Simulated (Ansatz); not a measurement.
Basis sets compared for Zn₁₂S₁₂. Total charge 0; singlet. Geometry PBE-D4/def2-SVP. Ansatz on 4 threads of AMD EPYC 7R13 on a shared host and a share (37 GiB) of an NVIDIA H100 80GB HBM3; times are rough, and most runs start from earlier orbitals.

| atom | x (Å) | y (Å) | z (Å) |
| --- | --- | --- | --- |
| S1 | 3.326 | 0.470 | -2.423 |
| S2 | 0.945 | 4.055 | -1.328 |
| S3 | -3.169 | 2.606 | -0.606 |
| S4 | 0.642 | -2.951 | -2.778 |
| S5 | -3.335 | -1.607 | -1.438 |
| S6 | -0.323 | 0.596 | -1.993 |
| S7 | 2.556 | 0.945 | 0.876 |
| S8 | -0.559 | 1.917 | 1.811 |
| S9 | -0.254 | -1.971 | 0.808 |
| S10 | 3.594 | -2.911 | 0.229 |
| S11 | -3.414 | -0.407 | 2.564 |
| S12 | 0.567 | -0.560 | 4.521 |
| Zn13 | -0.796 | 3.013 | -0.457 |
| Zn14 | 1.517 | -0.834 | -2.749 |
| Zn15 | 3.471 | -0.797 | -0.417 |
| Zn16 | -2.663 | 0.585 | -1.511 |
| Zn17 | 2.029 | 2.131 | -1.351 |
| Zn18 | -2.797 | 1.457 | 1.345 |
| Zn19 | -0.996 | -1.820 | -1.596 |
| Zn20 | 1.579 | -2.961 | -0.636 |
| Zn21 | -2.572 | -1.513 | 0.743 |
| Zn22 | 0.312 | 0.275 | 0.301 |
| Zn23 | 1.536 | 0.448 | 2.840 |
| Zn24 | -1.196 | -0.166 | 3.246 |

Single mean-field runs in def2-SVP, def2-TZVP are fitted with def2-universal-jkfit. Another isomer (singlet) lies 2.45 eV lower at PBE0-D4/def2-TZVP; other spin states weren't run for this one.

Binding counts from free atoms (S triplet, Zn singlet) in the same basis, without a counterpoise term.

```csv
level,functions,energy (Eh),HOMO (eV),LUMO (eV),binding per atom (eV),wall time
HF/STO-3G,324,-25805.5706,-1.90,2.86,2.13,23 s
HF/def2-SVP,588,-26100.6965,-8.77,0.21,1.77,6 s
PBE-D4/def2-SVP (with forces),588,-26122.4415,-5.19,-3.21,2.93,6 s
PBE0-D4/def2-SVP,588,-26123.1800,-6.32,-2.65,2.90,8 s
```

Question: Estimate the rows for PBE-D4/def2-TZVP, PBE0-D4/def2-TZVP.

Answer: 
| level | functions | energy (Eh) | HOMO (eV) | LUMO (eV) | binding per atom (eV) | wall time |
| --- | --- | --- | --- | --- | --- | --- |
| PBE-D4/def2-TZVP | 1020 | -26127.2188 | -5.49 | -3.48 | 2.72 | 8 s |
| PBE0-D4/def2-TZVP | 1020 | -26127.8288 | -6.55 | -2.87 | 2.74 | 14 s |
